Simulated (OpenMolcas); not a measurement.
An OpenMolcas run meant for Co IV (ANO-RCC-VDZP, DKH2; inactive shells 1s 2s 2p 3s 3p; intended active space 6 electrons in 5 orbitals (3d)). One step of its input:

```
&CASPT2
Multistate=5 1 2 3 4 5
Frozen=2 3
IPAE=0.25
Imaginary=0.1
MaxIter=60
WThr=0.0 0.3 0.05
PrWF=0.5
NoMix
```

Lines from the output:

```
|        MOLCAS_PRINT = 2
  |       MOLCAS_SOURCE = <dir>
  |    MOLCAS_STRUCTURE = 0
  |
   --------------------------------------------------------------------------------------
++ ---------   Input file   ---------
>>> COPY JOB001 $Project.JobIph
&CASPT2
Multistate=5 1 2 3 4 5
Frozen=2 3
IPAE=0.25
Imaginary=0.1
MaxIter=60
WThr=0.0 0.3 0.05
PrWF=0.5
NoMix
-- ----------------------------------
>>> COPY JOB001 a.JobIph
*** symbolic link created: INPORB -> a.RasOrb
--- Start Module: caspt2 at  ---
()()()()()()()()()()()()()()()()()()()()()()()()()()()()()()()()()()()()()()()()()()()()()()()()()()
                                              &CASPT2
                                   only a single process is used
                       available to each process: 2.3 GB of memory, 1 thread
()()()()()()()()()()()()()()()()()()()()()()()()()()()()()()()()()()()()()()()()()()()()()()()()()()
 ###    ERROR: Unrecognized keyword: IPAE                                    ###
--- Stop Module: caspt2 at  /rc=_RC_INPUT_ERROR_ ---
.####################.
.# User input error #.
.####################.
```

Question: What is wrong with the input?

Answer: A keyword is misspelt. OpenMolcas reads the first four letters of a keyword, so the setting is refused or falls back to its default.
